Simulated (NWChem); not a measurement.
System: Si2H5O2Cl; SMILES O[SiH](O)[SiH2]Cl

NWChem printed, in part:

```
             Northwest Computational Chemistry Package (NWChem) 7.3.0
             --------------------------------------------------------

                             Geometry "geometry" -> ""
                             -------------------------

 Output coordinates in angstroms (scale by  1.889725989 to convert to a.u.)

  No.       Tag          Charge          X              Y              Z
 ---- ---------------- ---------- -------------- -------------- --------------
    1 O                    8.0000     1.41466100     1.52644200     0.63878800
    2 Si                  14.0000    -0.19958300     1.38759000     0.26404100
    3 O                    8.0000    -0.57716600     1.80188500    -1.30382800
    4 Si                  14.0000    -0.86136200    -0.85986700     0.44804700
    5 Cl                  17.0000     0.78357600    -2.01526500    -0.17864200
    6 H                    1.0000     1.99703500     0.85683000     0.24791500
    7 H                    1.0000    -0.86557200     2.28972500     1.23873700
    8 H                    1.0000    -0.38416700     2.71344800    -1.57037500
    9 H                    1.0000    -2.02555700    -1.24238000    -0.39070100
   10 H                    1.0000    -1.14143900    -1.24759700     1.85617000

 Effective nuclear repulsion energy (a.u.)     361.1056580940

                              NWChem Property Module
                              ----------------------

  itol2e modified to match energy
  convergence criterion.

                                 NWChem DFT Module
                                 -----------------

 Summary of "ao basis" -> "ao basis" (spherical)
 ------------------------------------------------------------------------------
       Tag                 Description            Shells   Functions and Types
 ---------------- ------------------------------  ------  ---------------------
 O                           6-31g*                  6       14   3s2p1d
 Si                          6-31g*                  8       18   4s3p1d
 Cl                          6-31g*                  8       18   4s3p1d
 H                           6-31g*                  2        2   2s

  itol2e modified to match energy
  convergence criterion.

            General Information
            -------------------
          SCF calculation type: DFT
          Wavefunction type:  closed shell.
          No. of atoms     :    10
          No. of electrons :    66
           Alpha electrons :    33
            Beta electrons :    33
          Charge           :     0
          Spin multiplicity:     1
          Use of symmetry is: off; symmetry adaption is: off
          Maximum number of iterations: 150
          AO basis - number of functions:    92
                     number of shells:    46
          Convergence on energy requested:  1.00D-07
          Convergence on density requested:  1.00D-05
          Convergence on gradient requested:  5.00D-04

              XC Information
              --------------
                         B3LYP Method XC Potential
                     Hartree-Fock (Exact) Exchange  0.200
                        Slater Exchange Functional  0.800 local
                    Becke 1988 Exchange Functional  0.720 non-local
              Lee-Yang-Parr Correlation Functional  0.810
                  VWN I RPA Correlation Functional  0.190 local

             Grid Information
             ----------------
          Grid used for XC integration:  fine
          Radial quadrature: Mura-Knowles
          Angular quadrature: Lebedev.
          Tag              B.-S. Rad. Rad. Pts. Rad. Cut. Ang. Pts.
          ---              ---------- --------- --------- ---------
          O                   0.60       70          11.0       590
          Si                  1.10      123          11.0       770
          Cl                  1.00      123          12.0       770
          H                   0.35       60          12.0       590
          Grid pruning is: on
          Number of quadrature shells:   809
          Spatial weights used:  Erf1

      Superposition of Atomic Density Guess
      -------------------------------------

 Sum of atomic energies:       -1189.08506492

      Non-variational initial energy
      ------------------------------

 Total energy =   -1190.484489
 1-e energy   =   -2364.405856
 2-e energy   =     812.815708
 HOMO         =      -0.301770
 LUMO         =       0.006430

   convergence    iter        energy       DeltaE   RMS-Dens  Diis-err
 ---------------- ----- ----------------- --------- --------- ---------
 d= 0,ls=0.0,diis     1  -1192.6416629742 -1.55D+03  1.71D-02  9.50D-01
 d= 0,ls=0.0,diis     2  -1192.5717070369  7.00D-02  9.73D-03  1.72D+00
 d= 0,ls=0.0,diis     3  -1192.7475997499 -1.76D-01  1.47D-03  3.96D-02
 d= 0,ls=0.0,diis     4  -1192.7508598069 -3.26D-03  6.48D-04  3.46D-03
 d= 0,ls=0.0,diis     5  -1192.7512945150 -4.35D-04  1.59D-04  4.30D-04
  Resetting Diis
 d= 0,ls=0.0,diis     6  -1192.7513350081 -4.05D-05  5.51D-05  4.95D-05
 d= 0,ls=0.0,diis     7  -1192.7513401312 -5.12D-06  2.48D-05  1.45D-06
 d= 0,ls=0.0,diis     8  -1192.7513399743  1.57D-07  1.37D-05  2.91D-06
 d= 0,ls=0.0,diis     9  -1192.7513403172 -3.43D-07  2.05D-06  6.02D-08
 d= 0,ls=0.0,diis    10  -1192.7513403234 -6.19D-09  4.31D-07  1.87D-09

         Total DFT energy =    -1192.751340323396
      One electron energy =    -2368.413594875259
           Coulomb energy =      903.903861143047
    Exchange-Corr. energy =      -89.347264685233
 Nuclear repulsion energy =      361.105658094048

 Numeric. integr. density =       66.000000311578

                       DFT Final Molecular Orbital Analysis
                       ------------------------------------

 Vector   31  Occ=2.000000D+00  E=-3.253245D-01
              MO Center=  3.3D-01,  1.3D+00, -3.3D-01, r^2= 3.8D+00
   Bfn.  Coefficient  Atom+Function         Bfn.  Coefficient  Atom+Function
  ----- ------------  ---------------      ----- ------------  ---------------
    35      0.440369   3 O  px                5      0.374966   1 O  pz
    39      0.328943   3 O  px                9      0.272436   1 O  pz
    72     -0.179234   5 Cl py                4     -0.153254   1 O  py
    71     -0.144339   5 Cl px                8     -0.118291   1 O  py
    76     -0.106009   5 Cl py               25      0.081007   2 Si px

 Vector   32  Occ=2.000000D+00  E=-3.143277D-01
              MO Center=  2.2D-01, -1.7D+00,  2.3D-02, r^2= 2.9D+00
   Bfn.  Coefficient  Atom+Function         Bfn.  Coefficient  Atom+Function
  ----- ------------  ---------------      ----- ------------  ---------------
    73      0.600466   5 Cl pz               77      0.338073   5 Cl pz
    69     -0.234841   5 Cl pz               71      0.211324   5 Cl px
    92     -0.202515  10 H  s                90      0.192052   9 H  s
    55     -0.147220   4 Si pz               91     -0.135550  10 H  s
    89      0.133955   9 H  s                75      0.120296   5 Cl px

[...]

          -----------------------------------------
          Chemical Shielding Tensors (GIAO, in ppm)
          -----------------------------------------

                                NWChem CPHF Module
                                ------------------

  scftype          =     RHF
  nclosed          =       33
  nopen            =        0
  variables        =     1947
  # of vectors     =        3
  tolerance        = 0.10D-03
  level shift      = 0.00D+00
  max iterations   =       50
  max subspace     =       30

 SCF residual:    1.0697762746943203E-005

Iterative solution of linear equations
  No. of variables     1947
  No. of equations        3
  Maximum subspace       30
        Iterations       50
       Convergence  1.0D-04

   iter   nsub   residual    time
   ----  ------  --------  ---------
     1      3    3.08D-01      52.3
     2      6    1.15D-02      58.3
     3      9    5.68D-04      62.7
     4     12    3.85D-05      67.1

      Atom:    1  O
        Diamagnetic
    409.9025     -4.2386      2.4263
     -4.2386    386.6593      4.7442
      2.4263      4.7442    381.1493

        Paramagnetic
   -142.3990     24.7548     13.3685
     24.7548   -167.2764    -37.3197
     13.3685    -37.3197    -79.9065

        Total Shielding Tensor
    267.5035     20.5162     15.7948
     20.5162    219.3829    -32.5754
     15.7948    -32.5754    301.2428

           isotropic =     262.7097
          anisotropy =      77.2946

          Principal Components and Axis System
                 1           2           3
              314.2395    274.7940    199.0957

      1         0.1944      0.9199     -0.3406
      2        -0.2807      0.3849      0.8792
      3         0.9399     -0.0753      0.3331

      Atom:    2  Si
        Diamagnetic
    880.2797      1.3333      2.2094
      1.3333    882.5644     -1.4601
      2.2094     -1.4601    879.3085

        Paramagnetic
   -471.0905     11.3244      5.8619
     11.3244   -477.8181     -3.9724
      5.8619     -3.9724   -458.7006

        Total Shielding Tensor
    409.1893     12.6577      8.0713
     12.6577    404.7463     -5.4324
      8.0713     -5.4324    420.6079

           isotropic =     411.5145
          anisotropy =      20.0450

          Principal Components and Axis System
                 1           2           3
              424.8778    418.5402    391.1254

      1         0.5137      0.5779     -0.6341
      2         0.0928      0.6973      0.7107
      3         0.8529     -0.4240      0.3046

      Atom:    3  O
        Diamagnetic
    378.6021      1.6252      5.0980
      1.6252    394.5128    -13.0713
      5.0980    -13.0713    403.3081

        Paramagnetic
    -77.7012      8.6453     -1.4684
      8.6453   -172.5312     -6.7435
     -1.4684     -6.7435   -131.4232

        Total Shielding Tensor
    300.9009     10.2706      3.6295
     10.2706    221.9816    -19.8148
      3.6295    -19.8148    271.8849

           isotropic =     264.9225
          anisotropy =      56.0091

          Principal Components and Axis System
                 1           2           3
              302.2618    278.7956    213.7100

      1         0.9923     -0.0019     -0.1240
      2         0.1164     -0.3296      0.9369
      3         0.0426      0.9441      0.3269

      Atom:    4  Si
        Diamagnetic
    882.8772     -2.7031     -2.5319
     -2.7031    884.7750      1.0756
     -2.5319      1.0756    877.0012

        Paramagnetic
   -454.0102    -34.4708    -21.1325
    -34.4708   -463.1892     13.7483
    -21.1325     13.7483   -501.7304

        Total Shielding Tensor
    428.8670    -37.1739    -23.6644
    -37.1739    421.5859     14.8238
    -23.6644     14.8238    375.2708

           isotropic =     408.5746
          anisotropy =      92.9393

          Principal Components and Axis System
                 1           2           3
              470.5341    388.8872    366.3025

      1         0.7226      0.6005      0.3424
      2        -0.6329      0.7739     -0.0216
      3        -0.2780     -0.2011      0.9393

      Atom:    5  Cl
        Diamagnetic
   1149.9268     -4.4416     -2.4410
     -4.4416   1149.3951      1.8505
     -2.4410      1.8505   1144.3663

        Paramagnetic
   -108.9325      1.7306     26.9439
      1.7306    -84.1151     -2.3758
     26.9439     -2.3758    -37.6066

        Total Shielding Tensor
   1040.9943     -2.7110     24.5030
     -2.7110   1065.2800     -0.5252
     24.5030     -0.5252   1106.7597

           isotropic =    1071.0113
          anisotropy =      65.8660

          Principal Components and Axis System
                 1           2           3
             1114.9220   1065.4212   1032.6909

      1         0.3154     -0.0614      0.9470
      2        -0.0273      0.9969      0.0737
      3         0.9486      0.0491     -0.3127

      Atom:    6  H
        Diamagnetic
     34.3364     -9.1716     -4.9506
     -9.1716     30.2391      6.3842
     -4.9506      6.3842     18.8772

        Paramagnetic
     -0.4211      4.1333      2.2259
      4.1333      0.1003     -3.2056
      2.2259     -3.2056      4.8332

        Total Shielding Tensor
     33.9154     -5.0384     -2.7247
     -5.0384     30.3394      3.1785
     -2.7247      3.1785     23.7104

           isotropic =      29.3217
          anisotropy =      13.8991

          Principal Components and Axis System
                 1           2           3
               38.5878     26.9972     22.3802

      1         0.7742      0.6278      0.0804
      2        -0.5749      0.7508     -0.3253
      3        -0.2646      0.2056      0.9422

      Atom:    7  H
        Diamagnetic
     26.5092     -4.2890     -4.5703
     -4.2890     31.4332      6.7839
     -4.5703      6.7839     30.3669

        Paramagnetic
     -0.8928      1.7419      2.3259
      1.7419     -4.6064     -3.3799
      2.3259     -3.3799     -2.3912

        Total Shielding Tensor
     25.6164     -2.5471     -2.2444
     -2.5471     26.8268      3.4040
     -2.2444      3.4040     27.9758

           isotropic =      26.8063
          anisotropy =       8.5391

          Principal Components and Axis System
                 1           2           3
               32.4991     24.4060     23.5139

      1        -0.4399      0.6387      0.6313
      2         0.5990     -0.3150      0.7361
      3         0.6691      0.7020     -0.2441

      Atom:    8  H
        Diamagnetic
     17.6029      3.5826     -0.1862
      3.5826     41.0459    -11.1422
     -0.1862    -11.1422     24.8137

        Paramagnetic
      6.9990     -1.6833      0.4242
     -1.6833     -4.0881      3.7143
      0.4242      3.7143      3.5492

        Total Shielding Tensor
     24.6019      1.8993      0.2380
      1.8993     36.9578     -7.4279
      0.2380     -7.4279     28.3630

           isotropic =      29.9742
          anisotropy =      17.1107

          Principal Components and Axis System
                 1           2           3
               41.3813     25.4369     23.1044

      1         0.0910      0.7597     -0.6439
      2         0.8657      0.2593      0.4282
      3        -0.4923      0.5964      0.6340

      Atom:    9  H
        Diamagnetic
     35.4507      2.8445      6.0958
      2.8445     26.0234      2.1144
      6.0958      2.1144     26.6789

        Paramagnetic
     -4.0718     -2.2755     -3.8576
     -2.2755     -0.5164     -1.3871
     -3.8576     -1.3871     -2.0473

        Total Shielding Tensor
     31.3789      0.5690      2.2382
      0.5690     25.5070      0.7273
      2.2382      0.7273     24.6316

           isotropic =      27.1725
          anisotropy =       7.4515

          Principal Components and Axis System
                 1           2           3
               32.1402     25.5920     23.7854

      1         0.9491     -0.1945     -0.2479
      2         0.1136      0.9451     -0.3063
      3         0.2939      0.2625      0.9191

      Atom:   10  H
        Diamagnetic
     25.5241      0.6120     -4.8243
      0.6120     25.9648     -3.5178
     -4.8243     -3.5178     36.8188

        Paramagnetic
      0.7144     -0.9798      1.1326
     -0.9798     -0.7687      2.4656
      1.1326      2.4656     -6.6530

        Total Shielding Tensor
     26.2385     -0.3679     -3.6917
     -0.3679     25.1961     -1.0522
     -3.6917     -1.0522     30.1658

           isotropic =      27.2001
          anisotropy =       7.8814

          Principal Components and Axis System
                 1           2           3
               32.4544     25.5897     23.5563

      1        -0.5038     -0.4565      0.7334
      2        -0.0989      0.8739      0.4760
      3         0.8581     -0.1673      0.4854
```

Level: B3LYP/6-31G* (spherical d), GIAO. The geometry was optimised at B3LYP/6-31G* (spherical d). B3LYP is NWChem's, with the RPA form of VWN correlation. The printed shielding anisotropy is the first printed principal value minus the mean of the other two.

### Question
Reconstruct the input file.

### Answer
This is not unique; one that fits is the input that was run:
```
start job
memory heap 200 mb stack 900 mb global 1100 mb
geometry units angstroms noautosym nocenter noautoz
  O      1.414661     1.526442     0.638788
  Si    -0.199583     1.387590     0.264041
  O     -0.577166     1.801885    -1.303828
  Si    -0.861362    -0.859867     0.448047
  Cl     0.783576    -2.015265    -0.178642
  H      1.997035     0.856830     0.247915
  H     -0.865572     2.289725     1.238737
  H     -0.384167     2.713448    -1.570375
  H     -2.025557    -1.242380    -0.390701
  H     -1.141439    -1.247597     1.856170
end
basis spherical
  * library 6-31g*
end
dft
  xc b3lyp
  iterations 150
end
property
  shielding
end
task dft property
```
